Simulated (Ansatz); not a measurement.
One change: `C[O][AlH][Br]` becomes `[BH2][AlH][O]C`.

Ansatz, PBE0-D4/def2-TZVP geometries, multiplicity 1. Each molecule was computed in one conformer, which needn't be the lowest.

Scalar relativity is left out up to krypton.

```tsv
property	`C[O][AlH][Br]`
size of the dipole moment (ωB97M-V/def2-TZVPP) / D	1.06
HOMO–LUMO gap (B3LYP/def2-TZVPP) / eV	7.10
HOMO energy (PBE/def2-TZVPP) / eV	-6.95
HOMO–LUMO gap (ωB97M-V/def2-TZVPP) / eV	11.49
HOMO–LUMO gap (PBE/def2-TZVPP) / eV	5.32
LUMO energy (PBE/def2-TZVPP) / eV	-1.63
```

(1) What does the change do to each property? (An estimate is asked.)

## Answers

(1) Ansatz gave: 
```tsv
property	`[BH2][AlH][O]C`	shift
size of the dipole moment (ωB97M-V/def2-TZVPP) / D	1.23	0.17
HOMO–LUMO gap (B3LYP/def2-TZVPP) / eV	4.49	-2.61
HOMO energy (PBE/def2-TZVPP) / eV	-6.09	0.86
HOMO–LUMO gap (ωB97M-V/def2-TZVPP) / eV	8.98	-2.51
HOMO–LUMO gap (PBE/def2-TZVPP) / eV	2.59	-2.73
LUMO energy (PBE/def2-TZVPP) / eV	-3.49	-1.86
```

With PBE0 the HOMO rises by 1.09 eV and the LUMO falls by 1.59 eV, so the gap narrows by about 2.68 eV. PBE moves the HOMO by 0.86 eV and ωB97M-V by 1.27 eV. The zero-point energy changes by 46.3 kJ/mol with +6 modes. Dipoles are sizes alone; their direction can turn.

B3LYP here is the variant with VWN-RPA as its local correlation; programs differ in this.

Spin–orbit coupling is left out; it splits and shifts lone-pair levels of the heavy atoms by tenths of an eV.
